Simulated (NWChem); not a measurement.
System: CaF$_{2}$ anion, doublet; SMILES of the neutral closed-shell parent [F][Ca][F]

Input file for NWChem:

```
start job
memory heap 200 mb stack 900 mb global 1100 mb
charge -1
geometry units angstroms noautoz
  Ca    -0.346201     0.379789     0.000000
  F      0.327533    -0.359310     1.798765
  F      0.327533    -0.359310    -1.798765
end
basis spherical
  * library def2-svpd
end
dft
  odft
  mult 2
  xc xpbe96 cpbe96
  iterations 150
  mulliken
end
task dft energy
```

Structure relaxed at the B3LYP/def2-SVPD, spin-unrestricted level. The spin multiplicity was typed, not searched, and may not be the lowest. No stability test was run on the SCF state. The highest occupied level is positive, so the extra electron may be held by the finite basis.

Task: What results follow from this input? (PBE/def2-SVPD, spin-unrestricted.) Quantities: basis functions; energy (Ha); highest occupied level (eV); lowest empty minus highest occupied level, either spin (eV); <S²>.

Result: 
```yaml
number_of_basis_functions: 73
energy (Ha): -876.83
highest occupied level (eV): 0.98
lowest empty minus highest occupied level, either spin (eV): 1.02
"<S²>": 0.750
```
